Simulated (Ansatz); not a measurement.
One change: `N[CH2][GeH2][NH2]` becomes `[NH2][GeH2][CH2]Cl`.

Ansatz, PBE0-D4/def2-TZVP geometries, multiplicity 1. Each molecule was computed in one conformer, which needn't be the lowest.

Scalar relativity is left out up to krypton.

| property | `N[CH2][GeH2][NH2]` |
| --- | --- |
| HOMO–LUMO gap (B3LYP/def2-TZVPP) / eV | 6.71 |
| LUMO energy (B3LYP/def2-TZVPP) / eV | 0.27 |
| size of the dipole moment (ωB97M-V/def2-TZVPP) / D | 2.43 |
| size of the dipole moment (PBE/def2-TZVPP) / D | 2.38 |
| HOMO–LUMO gap (PBE/def2-TZVPP) / eV | 5.01 |
| HOMO energy (PBE/def2-TZVPP) / eV | -5.25 |

Question: Give the same properties after the change, and the shifts. (Estimate.)

Answer: Computed: 
```tsv
property	`[NH2][GeH2][CH2]Cl`	shift
HOMO–LUMO gap (B3LYP/def2-TZVPP) / eV	7.18	0.47
LUMO energy (B3LYP/def2-TZVPP) / eV	0.10	-0.17
size of the dipole moment (ωB97M-V/def2-TZVPP) / D	1.57	-0.86
size of the dipole moment (PBE/def2-TZVPP) / D	1.48	-0.90
HOMO–LUMO gap (PBE/def2-TZVPP) / eV	5.30	0.29
HOMO energy (PBE/def2-TZVPP) / eV	-5.91	-0.66
```

With PBE0 the HOMO falls by 0.67 eV and the LUMO falls by 0.21 eV, so the gap widens by about 0.46 eV. PBE moves the HOMO by -0.66 eV and ωB97M-V by -0.64 eV. Dipoles are sizes alone; their direction can turn.

B3LYP here is the variant with VWN-RPA as its local correlation; programs differ in this.
